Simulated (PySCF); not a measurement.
**[TiO(H2O)5]+: what the settings change**

[TiO(H2O)5]+ holds Ti(III), d1, at total charge +1. The structure is a PBE0-D3(BJ)/def2-SVP geometry optimised for multiplicity 2; coordination octahedral, point group Cs, metal–donor distances 1.62–2.34 Å.

The d shell alone is too small an active space for [TiO(H2O)5]+ (an active orbital has only 0.63 squared overlap with the free ion's shell): its levels, fitted parameters, g values and moments show what this model gives and aren't sound predictions.

```
17

Ti    0.000    0.000    0.000
O     0.000    0.010    1.625
O     0.000    0.029   -2.339
H     0.775    0.029   -2.912
H    -0.775    0.029   -2.912
O     2.175    0.006   -0.414
H     2.603    0.772   -0.010
H     2.615   -0.758   -0.019
O    -2.175    0.006   -0.414
H    -2.603    0.772   -0.010
H    -2.615   -0.758   -0.019
O     0.000    2.217   -0.044
H     0.000    2.523    0.872
H     0.000    2.983   -0.626
O     0.000   -2.216   -0.031
H     0.000   -2.511    0.890
H     0.000   -2.990   -0.602
```

Method (PySCF 2.14, density fitting): CASSCF(1,5) with orbitals averaged over all microstates of the shell, strongly contracted NEVPT2 on the averaged canonical orbitals; basis x2c-TZVPall on the metal, x2c-SVPall elsewhere; spin-free X2C; gas phase; spin-orbit coupling by state interaction with the mean-field operator over all roots.

Base run: NEVPT2 ground state 2A'' (from 2T2g), next 2A' (from 2Eg) at 11745, then 2A' (from 2T2g) at 14711 cm⁻¹, 10Dq(NEVPT2) 14823, ζ 128 cm⁻¹, g 1.923 1.987 1.989, μeff(300 K) 1.75 μB.

(1) What happens with the basis x2c-TZVPall on all atoms?

NEVPT2 lifts 2A' (from 2T2g) from 12494 to 14711 cm⁻¹; on the d shell alone it tends to overshoot states that fill the eg-type orbitals. NEVPT2 on the d shell alone tends to put d–d bands too high for such charged or covalently bound ions.

Answers

(1) NEVPT2 ground state 2A'' (from 2T2g), next 2A' (from 2Eg) at 11322, then 2A' (from 2T2g) at 14347 cm⁻¹, 10Dq(NEVPT2) 14317, ζ 128 cm⁻¹, g 1.921 1.987 1.989, μeff(300 K) 1.75 μB. It took 110 s against 39 s on a shared host of the same kind.
